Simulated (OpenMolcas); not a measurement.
# Cr4+: ligand-field states by method

Cr4+ with 6 ligands (water) in octahedral coordination (Th) at 1.91 Å. Ligand basis ANO-RCC-VDZP.
```
Cr    0.0000    0.0000    0.0000
O     1.9100    0.0000    0.0000
H     2.4870    0.7797    0.0000
H     2.4870   -0.7797    0.0000
O     0.0000    1.9100    0.0000
H     0.0000    2.4870    0.7797
H     0.0000    2.4870   -0.7797
O    -1.9100    0.0000    0.0000
H    -2.4870    0.7797    0.0000
H    -2.4870   -0.7797    0.0000
O     0.0000   -1.9100    0.0000
H     0.0000   -2.4870    0.7797
H     0.0000   -2.4870   -0.7797
O     0.0000    0.0000    1.9100
H     0.7797    0.0000    2.4870
H    -0.7797    0.0000    2.4870
O     0.0000    0.0000   -1.9100
H     0.7797    0.0000   -2.4870
H    -0.7797    0.0000   -2.4870
```

- Program: OpenMolcas
- Basis: ANO-RCC-VTZP [6s5p3d2f1g]
- Scalar Hamiltonian: DKH2, point nucleus
- Active space: 2 electrons in 5 orbitals (3d)
- State averaging: 2S+1 = 3 even, 10 roots; 2S+1 = 1 even, 15 roots
- Spin-orbit coupling: state interaction with AMFI integrals over the reference wave functions

I. CASSCF
II. SS-CASPT2, IPEA 0.25 Eh, imaginary shift 0.1 Eh (closed shells correlated: 3s 3p and the ligand valence shells)
III. SS-CASPT2, IPEA 0.25 Eh, imaginary shift 0.1 Eh (closed shells correlated: the ligand valence shells only)

Spin-free states (labels of O, taken over from Oh, the nearest higher group) in cm-1, each column counted from its own energy of the first state listed:

```tsv
State	Degeneracy	I	II	III
3T1	3	0	0	0
1T2	3	14993	10020	11270
1E	2	15595	10270	11580
3T2	3	18691	22580	21550
1A1	1	31874	23490	25300
3T1	3	32241	32280	32500
1T2	3	34635	32510	33160
1T1	3	38295	35790	36550
3A2	1	39356	46750	44850
1E	2	54866	56430	55790
1A1	1	74676	69920	69500
```

From I to II, I's first state of the same spin (3T2) moves from 18691 to 22580 cm-1, by about +3900 cm-1.

From I to II, I's first state of another spin (1T2) moves from 14993 to 10020 cm-1, by about -5000 cm-1.

I: A least-squares ligand-field fit to the states below 45000 cm-1, each weighted by its degeneracy and with a free common offset, gives 10Dq = 20038 cm-1, B = 1026 cm-1 and C = 3880 cm-1 (C/B = 3.78), with an rms deviation of 388 cm-1. 

II: A least-squares ligand-field fit to the states below 45000 cm-1, each weighted by its degeneracy and with a free common offset, gives 10Dq = 23214 cm-1, B = 790 cm-1 and C = 2268 cm-1 (C/B = 2.87), with an rms deviation of 455 cm-1. The same method and metal basis give the free ion B = 1127 cm-1 (fit to its terms below 60000 cm-1, rms deviation 686 cm-1), so the nephelauxetic ratio is β = 790 / 1127 = 0.70; it hangs on how both fits weigh the states, and computed free-ion B values tend to be too large, so β mixes covalency with correlation.

III: A least-squares ligand-field fit to the states below 45000 cm-1, each weighted by its degeneracy and with a free common offset, gives 10Dq = 22744 cm-1, B = 849 cm-1 and C = 2626 cm-1 (C/B = 3.09), with an rms deviation of 389 cm-1. 

From I to II, 10Dq changes by +16 %, B by -23 % and C by -42 %.

χT at 300 K: I 0.74, II 0.74, III 0.74 cm3 K/mol.

Roots that are degenerate in the reference are averaged as groups; the widest CASPT2 spread within a group is 1300 cm-1 (the 3-fold group of multiplicity 1 near 35800 cm-1 above the lowest state of its run, II). Shifts and gaps below about the spread of the groups concerned are not significant. Over all roots computed the reference weight is 0.68 to 0.69 in II, 0.70 to 0.72 in III; a low but even weight reflects the number of correlated electrons. An orbital triplet at a regular site is open to Jahn-Teller coupling, which can distort the site and quench the lowest spin-orbit gaps and is left out. The least metal-like active orbital is 82 % on the metal (Löwdin) and no ligand orbital is active, so the numbers are rough. Ligand-to-metal charge-transfer states are missing. With no ligand orbital active B as a rule stays too high, so bands that hang on it stand too high and its fall with covalency is understated. Without dynamic correlation the repulsion within the d shell is too large (B by tens of per cent), so at a given field states of lower spin stand too high (holds for I). With metal d orbitals alone the field can be off either way by tens of per cent (holds for I). With one d shell and no ligand orbital active, 10Dq can be off by a tenth or more (holds for II; III). No measured value stands beside these numbers; the geometry is a model, was not optimised and need not be the one that this ion takes.
